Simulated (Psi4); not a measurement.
A dimer, H4OSi ··· O2S (SMILES O[SiH3] and O=S=O); the first 6 atoms form monomer A.

```
9

Si    -0.3992    -0.0145     0.0183
O      1.1399     0.5796    -0.0769
H     -0.6089    -0.7929     1.2644
H     -0.7173    -0.8961    -1.1325
H     -1.2875     1.1640     0.0078
H      1.8729    -0.0401    -0.0811
O      3.4953     0.8323     1.2115
S      2.4529     1.7989     1.4321
O      1.6177     1.6662     2.5959
```

Task: What interaction energy does SAPT0/jun-cc-pVDZ, frozen core (Psi4 1.11) give, and which attractive term is the largest?

Result: Total -11.41 kJ/mol: electrostatics -105.96, exchange 164.69, induction -45.96, dispersion -24.18. The most attractive term is electrostatics.
